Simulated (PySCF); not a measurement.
PBEsol on S⁻ (sulfur, charge -1), [Ne] 3s2 3p5, 2P determinant. Calculation: PySCF 2.14, in aug-cc-pCVQZ-DK; the spin-free X2C one-electron Hamiltonian (Gaussian nucleus).

```
cycle= 1 E= -398.478005681778  delta_E= -0.0153  |g|= 0.032  |ddm|= 1.18
cycle= 2 E= -398.478096657402  delta_E= -9.1e-05  |g|= 0.0176  |ddm|= 0.0919
cycle= 3 E= -398.478133067169  delta_E= -3.64e-05  |g|= 0.00962  |ddm|= 0.0612
cycle= 4 E= -398.47819358055  delta_E= -6.05e-05  |g|= 0.00139  |ddm|= 0.0287
cycle= 5 E= -398.47819521005  delta_E= -1.63e-06  |g|= 0.000238  |ddm|= 0.00367
cycle= 6 E= -398.478195267171  delta_E= -5.71e-08  |g|= 2.16e-05  |ddm|= 0.000674
cycle= 7 E= -398.478195267718  delta_E= -5.47e-10  |g|= 4.07e-06  |ddm|= 7.92e-05
converged SCF energy = -398.478195267718  <S^2> = 0.75451529  2S+1 = 2.0045102
```

Highest occupied orbital energy: 1.157 eV; ⟨L²⟩ = 2.03; populations by l: s 6.00, p 11.00, d 0.00, f 0.00.

Can this result be used?

With care. The calculation finished and met its thresholds. At PBEsol the highest occupied level has a positive energy, so only the finite basis holds that electron; in a semilocal or global hybrid functional this comes from self-interaction and does not mean that the real anion is unbound.
